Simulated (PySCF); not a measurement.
Ionisation energy of W by level of theory

W [Xe] 4f14 5d4 6s2 (5D) → W⁺ [Xe] 4f14 5d4 6s1 (6D), as a difference of total energies. Computed with PySCF 2.14 in aug-cc-pVDZ-PP with ECP60MDF, with scalar relativity through the core potential. Correlated levels: valence: 5s2 5p6 frozen. The calculations carry no spin-orbit coupling.

```json
{"method": "UHF", "ionisation energy (eV)": "5.909", "error (eV)": "-1.916"}
{"method": "LDA", "ionisation energy (eV)": "7.946", "error (eV)": "+0.121"}
{"method": "M06-2X", "ionisation energy (eV)": "8.204", "error (eV)": "+0.379"}
{"method": "MP2 (valence)", "ionisation energy (eV)": "7.144", "error (eV)": "-0.681"}
{"method": "SCS-MP2 (valence)", "ionisation energy (eV)": "7.380", "error (eV)": "-0.445"}
```

Reference: 7.825 eV (measured; NIST levels, between the centres of gravity of the two terms).

Errors of the correlated levels include the incompleteness of this basis and the frozen core.

MP2 underrates the near-degeneracy of ns² with np² in the lower species.
